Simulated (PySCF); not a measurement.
Nickel: highly charged ions in a basis for the neutral atom

Ni²³⁺ [He] 2s2 2p1, Ni²⁴⁺ [He] 2s2. Computed with PySCF 2.14 in x2c-TZVPall, with the spin-free X2C one-electron Hamiltonian (Gaussian nucleus). No spin-orbit coupling, so a gap to NIST mixes the basis error with missing relativistic terms.

Changed run: basis of the neutral atom used for a highly charged ion. This setting is unsound on purpose.

| species | method | sound run (hartree) | changed run (hartree) | converged |
| --- | --- | --- | --- | --- |
| Ni²³⁺ | UHF | not run | -1024.04987 | yes |
| Ni²³⁺ | M06-2X | not run | -1024.38076 | yes |
| Ni²³⁺ | B3LYP | not run | -1024.12483 | yes |
| Ni²⁴⁺ | UHF | not run | -946.30668 | yes |
| Ni²⁴⁺ | M06-2X | not run | -946.63424 | yes |
| Ni²⁴⁺ | B3LYP | not run | -946.31383 | yes |

Ionisation energy of Ni²³⁺:

```json
{"method": "UHF", "changed run (eV)": "2115.5", "NIST (eV)": "2130.5 ± 0.9"}
{"method": "M06-2X", "changed run (eV)": "2115.6", "NIST (eV)": "2130.5 ± 0.9"}
{"method": "B3LYP", "changed run (eV)": "2117.3", "NIST (eV)": "2130.5 ± 0.9"}
```

The contracted functions were made for the neutral atom and can be too rigid for a highly charged ion.
